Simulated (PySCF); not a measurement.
C₃H₈Si₂, SMILES [Si@H](C#C)(C)[SiH3].

Coordinates come from a PBE0-D3(BJ)/def2-SVP optimisation. The structure was generated by enumeration; whether it is a known compound was not checked.

Vertical ionisation energy (IE) and electron affinity (EA) in eV. Rows of orbital energies are one-electron estimates. Where ΔSCF, EOM or ADC give a negative EA the extra electron is unbound and the value depends on the basis.

| level | IE | EA |
|---|---|---|
| −ε(HOMO), −ε(LUMO), ωB97X/def2-TZVP (PySCF) | 9.91 | -1.73 |
| −ε(HOMO), −ε(LUMO), PBE/def2-TZVP (PySCF) | 6.54 | 1.21 |
